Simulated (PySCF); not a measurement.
Spinor energies of Co(25+) (cobalt, charge +25)

Start: 1s2. Calculated with PySCF 2.14 in an even-tempered Gaussian basis (17 s from 3.2 bohr⁻², ratio 2.6; 11 p from 4.2 bohr⁻², ratio 2.6; 6 d from 4.3 bohr⁻², ratio 2.8; 3 f from 190 bohr⁻², ratio 2.8): generalised Hartree-Fock with the X2C-1e Hamiltonian and a Gaussian nucleus; spin-orbit coupling (SO) screened by Boettger's factors.

| spinor shell | electrons | ε, screened SO (eV) | weight of nominal j (screened SO) | rms radius, screened SO (bohr) |
| --- | --- | --- | --- | --- |
| 1s1/2 | 2 | -9552.0 | 1.000 | 0.0641 |

```json
{"quantity": "E (hartree)", "screened SO": "-719.07493"}
{"quantity": "M_J", "screened SO": "0"}
{"quantity": "⟨J²⟩", "screened SO": "0.000"}
{"quantity": "⟨L²⟩", "screened SO": "0.000"}
{"quantity": "⟨S²⟩", "screened SO": "0.000"}
```
